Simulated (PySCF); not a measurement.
PySCF input file for C2H7NZn, SMILES C[CH2][Zn][NH2], PBE-D3(BJ)/def2-SVP. Geometry: PBE-D3(BJ)/def2-SVP. The structure was generated by enumeration; whether it is a known compound was not checked. The values are those of a single conformer.

```python
import numpy as np
from pyscf import gto, scf, dft, df
from pyscf.hessian import thermo

mol = gto.M(
    atom='''
    Zn    0.13556419   -0.45076830    0.00000000
    C     0.58995060    1.44320971   -0.00000000
    C    -0.60860076    2.40294991    0.00000000
    H     1.23842242    1.63453901   -0.88376316
    H     1.23842242    1.63453901    0.88376316
    H    -1.25691008    2.26374923    0.89030062
    H    -1.25691007    2.26374923   -0.89030063
    H    -0.29081084    3.46933528    0.00000000
    N    -0.46483018   -2.18976245   -0.00000000
    H    -0.18671367   -2.74574163    0.81966807
    H    -0.18671366   -2.74574165   -0.81966806
    ''',
    basis='def2-SVP',
    charge=0,
    spin=0,
    max_memory=1600,
    verbose=3,
)
mf = dft.RKS(mol, xc='pbe').density_fit(auxbasis='def2-universal-jkfit')
mf.disp = 'd3bj'
mf.grids.level = 3
mf.conv_tol = 1e-11
mf.max_cycle = 100
mf.kernel()

# [left out here: the lines that compute and print the analytic Hessian (its translational invariance restored by hand, since the grid's response is missing), thermochemistry and intensities]
```

Output:

```
[...]
Mode                                 6                   7                   8
Irrep
Freq [cm^-1]                      510.4089            598.9534            657.1237
Reduced mass [au]                   2.8489              1.2021              4.7521
Force const [Dyne/A]                0.4373              0.2541              1.2090
Char temp [K]                     734.3648            861.7606            945.4547
Normal mode                   x     y     z       x     y     z       x     y     z
       0  Zn                -0.01 -0.02  0.00   -0.00  0.00  0.01    0.02  0.06 -0.00
       1   C                 0.12  0.18 -0.00   -0.00 -0.00 -0.12   -0.03 -0.04 -0.00
       2   C                -0.02  0.04  0.00    0.00 -0.00 -0.00    0.01 -0.02  0.00
       3   H                 0.09  0.23 -0.01    0.40  0.28  0.25   -0.03 -0.08 -0.00
       4   H                 0.09  0.23  0.01   -0.40 -0.28  0.25   -0.03 -0.08  0.00
       5   H                 0.00 -0.08 -0.00    0.20 -0.09  0.13    0.01  0.02  0.00
       6   H                 0.00 -0.08  0.00   -0.20  0.09  0.13    0.01  0.02 -0.00
       7   H                -0.22  0.10  0.00    0.00 -0.00  0.06    0.07 -0.04 -0.00
       8   N                 0.01 -0.08 -0.00    0.00  0.00  0.02   -0.05 -0.19  0.00
       9   H                -0.18 -0.15  0.01   -0.10 -0.17 -0.07   -0.13 -0.23 -0.00
      10   H                -0.18 -0.15 -0.01    0.10  0.17 -0.07   -0.13 -0.23  0.00
Mode                                 9                  10                  11
Irrep
Freq [cm^-1]                      717.7571            911.0900            937.8359
Reduced mass [au]                   1.1565              1.1072              1.1579
Force const [Dyne/A]                0.3510              0.5415              0.6001
Char temp [K]                    1032.6926           1310.8557           1349.3371
Normal mode                   x     y     z       x     y     z       x     y     z
       0  Zn                -0.00 -0.00 -0.02   -0.00 -0.00  0.01   -0.00 -0.00 -0.00
       1   C                 0.00  0.00  0.04   -0.00  0.00 -0.05   -0.00  0.02  0.00
       2   C                -0.00  0.00  0.01    0.00 -0.00  0.07    0.00 -0.11 -0.00
       3   H                -0.13 -0.02 -0.06   -0.09  0.47 -0.01   -0.11  0.43  0.01
       4   H                 0.13  0.02 -0.06    0.09 -0.47 -0.01   -0.11  0.43 -0.01
       5   H                -0.09  0.07 -0.05   -0.33  0.24 -0.13   -0.01  0.26  0.04
       6   H                 0.09 -0.07 -0.05    0.33 -0.24 -0.13   -0.01  0.26 -0.04
       7   H                -0.00  0.00 -0.06    0.00 -0.00 -0.25    0.51 -0.26  0.00
       8   N                -0.00 -0.00  0.08    0.00 -0.00 -0.01    0.00 -0.00  0.00
       9   H                -0.30 -0.52 -0.18    0.03  0.06  0.02   -0.00  0.00  0.00
      10   H                 0.30  0.52 -0.18   -0.03 -0.06  0.02   -0.00  0.00 -0.00
Mode                                12                  13                  14
Irrep
Freq [cm^-1]                     1016.1868           1167.2421           1204.6871
Reduced mass [au]                   3.3983              1.5119              1.2732
Force const [Dyne/A]                2.0676              1.2137              1.0886
Char temp [K]                    1462.0666           1679.4015           1733.2765
Normal mode                   x     y     z       x     y     z       x     y     z
       0  Zn                 0.00 -0.00 -0.00   -0.00  0.00 -0.00   -0.00 -0.00  0.00
       1   C                -0.16  0.11  0.00   -0.01 -0.15  0.00    0.00  0.00  0.08
       2   C                 0.15 -0.06 -0.00    0.04  0.07 -0.00   -0.00 -0.00 -0.11
       3   H                -0.14  0.03 -0.00   -0.04  0.46  0.10   -0.31  0.41 -0.06
       4   H                -0.14  0.03  0.00   -0.04  0.46 -0.10    0.31 -0.41 -0.06
       5   H                 0.17 -0.25 -0.02    0.00 -0.18 -0.07    0.27 -0.12  0.07
       6   H                 0.17 -0.25  0.02    0.00 -0.18  0.07   -0.27  0.12  0.07
       7   H                -0.07  0.01  0.00   -0.27  0.16  0.00    0.00 -0.00  0.20
       8   N                -0.00  0.00  0.00   -0.00 -0.01 -0.00    0.00  0.00 -0.00
       9   H                 0.00  0.00 -0.00    0.00 -0.00  0.00    0.01  0.01  0.00
      10   H                 0.00  0.00  0.00    0.00 -0.00 -0.00   -0.01 -0.01  0.00
Mode                                15                  16                  17
Irrep
Freq [cm^-1]                     1345.8356           1384.2152           1423.4651
Reduced mass [au]                   1.2044              1.1010              1.0414
Force const [Dyne/A]                1.2853              1.2430              1.2433
Char temp [K]                    1936.3578           1991.5775           2048.0494
Normal mode                   x     y     z       x     y     z       x     y     z
       0  Zn                 0.00  0.00 -0.00    0.00  0.00  0.00    0.00  0.00  0.00
       1   C                 0.01  0.00 -0.00    0.08 -0.02  0.00   -0.01 -0.02 -0.00
       2   C                 0.10 -0.07  0.00   -0.01  0.03 -0.00   -0.03 -0.04 -0.00
       3   H                -0.12 -0.02 -0.09   -0.51 -0.03 -0.41   -0.01  0.03  0.01
       4   H                -0.12 -0.02  0.09   -0.51 -0.03  0.41   -0.01  0.03 -0.01
       5   H                -0.30  0.36 -0.20    0.08 -0.11  0.04    0.43  0.27  0.37
       6   H                -0.30  0.36  0.20    0.08 -0.11 -0.04    0.43  0.27 -0.37
       7   H                -0.48  0.12 -0.00    0.06  0.01  0.00   -0.41  0.10  0.00
       8   N                -0.00 -0.00  0.00    0.00  0.00 -0.00   -0.00  0.00 -0.00
       9   H                -0.00  0.00  0.00    0.00 -0.00 -0.00    0.00 -0.00 -0.00
      10   H                -0.00  0.00 -0.00    0.00 -0.00  0.00    0.00 -0.00  0.00
Mode                                18                  19                  20
Irrep
Freq [cm^-1]                     1430.2541           1491.7790           2947.2948
Reduced mass [au]                   1.0359              1.0953              1.0398
Force const [Dyne/A]                1.2485              1.4362              5.3219
Char temp [K]                    2057.8173           2146.3379           4240.5011
Normal mode                   x     y     z       x     y     z       x     y     z
       0  Zn                 0.00  0.00  0.00    0.00  0.00 -0.00   -0.00 -0.00 -0.00
       1   C                -0.00 -0.00  0.02   -0.00 -0.00 -0.00   -0.01 -0.00 -0.00
       2   C                -0.00 -0.00  0.05   -0.00  0.00  0.00   -0.02  0.05  0.00
       3   H                -0.04  0.03 -0.00   -0.01 -0.01 -0.00    0.05  0.02 -0.08
       4   H                 0.04 -0.03 -0.00   -0.01 -0.01  0.00    0.05  0.02  0.08
       5   H                 0.01 -0.50 -0.04    0.00  0.00  0.00    0.26  0.07 -0.37
       6   H                -0.01  0.50 -0.04    0.00  0.00 -0.00    0.26  0.07  0.37
       7   H                -0.00  0.00 -0.68   -0.00  0.00 -0.00   -0.23 -0.69  0.00
       8   N                -0.00  0.00 -0.00    0.02 -0.08  0.00    0.00  0.00 -0.00
       9   H                -0.00  0.00  0.00   -0.16  0.51  0.41   -0.00  0.00  0.00
      10   H                 0.00 -0.00  0.00   -0.16  0.51 -0.41   -0.00  0.00 -0.00
Mode                                21                  22                  23
Irrep
Freq [cm^-1]                     2963.6684           3008.9140           3021.3658
Reduced mass [au]                   1.0600              1.1008              1.0993
Force const [Dyne/A]                5.4857              5.8718              5.9124
Char temp [K]                    4264.0589           4329.1574           4347.0726
Normal mode                   x     y     z       x     y     z       x     y     z
       0  Zn                 0.00 -0.00 -0.00   -0.00 -0.00  0.00    0.00 -0.00  0.00
       1   C                 0.06  0.02  0.00   -0.00 -0.00  0.08    0.01  0.00 -0.00
       2   C                -0.01  0.00 -0.00    0.00  0.00 -0.02    0.06  0.06 -0.00
       3   H                -0.38 -0.11  0.55    0.38  0.12 -0.51   -0.04 -0.01  0.06
       4   H                -0.38 -0.11 -0.55   -0.38 -0.12 -0.51   -0.04 -0.01 -0.06
       5   H                 0.07  0.01 -0.10   -0.11 -0.03  0.15   -0.28 -0.06  0.41
       6   H                 0.07  0.01  0.10    0.11  0.03  0.15   -0.28 -0.06 -0.41
       7   H                -0.01 -0.02 -0.00   -0.00 -0.00 -0.01   -0.18 -0.60 -0.00
       8   N                 0.00  0.00  0.00   -0.00  0.00  0.00    0.00 -0.00 -0.00
       9   H                 0.00  0.00  0.00   -0.00 -0.00 -0.00   -0.00  0.00 -0.00
      10   H                 0.00  0.00 -0.00    0.00  0.00 -0.00   -0.00  0.00  0.00
Mode                                24                  25                  26
Irrep
Freq [cm^-1]                     3044.8333           3418.5268           3505.1575
Reduced mass [au]                   1.1027              1.0511              1.0905
Force const [Dyne/A]                6.0232              7.2371              7.8942
Char temp [K]                    4380.8373           4918.4990           5043.1412
Normal mode                   x     y     z       x     y     z       x     y     z
       0  Zn                 0.00  0.00  0.00   -0.00 -0.00 -0.00   -0.00  0.00 -0.00
       1   C                 0.00  0.00  0.02    0.00 -0.00 -0.00    0.00  0.00 -0.00
       2   C                 0.00  0.00  0.08   -0.00 -0.00 -0.00    0.00 -0.00 -0.00
       3   H                 0.11  0.03 -0.15    0.00  0.00  0.00    0.00  0.00 -0.00
       4   H                -0.11 -0.03 -0.15    0.00  0.00 -0.00   -0.00 -0.00 -0.00
       5   H                 0.38  0.09 -0.51   -0.00 -0.00  0.00   -0.00 -0.00  0.00
       6   H                -0.38 -0.09 -0.51   -0.00 -0.00 -0.00    0.00  0.00  0.00
       7   H                -0.00 -0.00  0.02   -0.00 -0.00 -0.00    0.00  0.00  0.00
       8   N                -0.00  0.00  0.00   -0.02  0.05  0.00   -0.00  0.00 -0.08
       9   H                -0.00 -0.00 -0.00    0.16 -0.35  0.57    0.18 -0.37  0.53
      10   H                 0.00  0.00 -0.00    0.16 -0.35 -0.57   -0.18  0.37  0.53
temperature 298.1500 [K]
pressure 101325.00 [Pa]
Rotational constants [GHz] 21.24473 2.27846 2.13653
Symmetry number 1
Zero-point energy (ZPE) 0.08627 [Eh]   226489.919 [J/mol]
                           tot       elec      trans        rot        vib
Entropy [J/mol/K]       353.526      0.000    167.421    106.878     79.227
Cv [J/mol/K]             96.241      0.000     12.472     12.472     71.297
Cp [J/mol/K]            104.555      0.000     20.786     12.472     71.297
Internal energy [J/mol]                      3718.434   3718.434 238057.267
Internal energy [Eh]   -1913.66421  -1913.75772
Enthalpy [J/mol]                             6197.391   3718.434 238057.267
Enthalpy [Eh]          -1913.66327
Gibbs free energy [J/mol]                  -43719.289 -28147.139 214435.856
Gibbs free energy [Eh] -1913.70342
mode   freq/cm-1   IR/(km/mol)
   1       32.87        26.708
   2       94.87         1.658
   3      124.96         0.037
   4      240.91         0.848
   5      242.30         5.351
   6      423.66       131.992
   7      510.41        21.921
   8      598.95        11.977
   9      657.12        47.672
  10      717.76        22.586
  11      911.09         3.283
  12      937.84         7.141
  13     1016.19         9.968
  14     1167.24         4.929
  15     1204.69         2.221
  16     1345.84         6.408
  17     1384.22         1.117
  18     1423.47         1.803
  19     1430.25         5.903
  20     1491.78         5.976
  21     2947.29        57.630
  22     2963.67        16.454
  23     3008.91         5.763
  24     3021.37        28.004
  25     3044.83        31.811
  26     3418.53         0.321
  27     3505.16         1.560
max |gradient| / (hartree/bohr): 2.9637657282724316e-05
APT charges: [ 0.7039 -0.1472  0.0726 -0.0411 -0.0412 -0.0215 -0.0215 -0.0636 -0.6334
  0.0966  0.0966]
```

The calculation finished and met its thresholds.
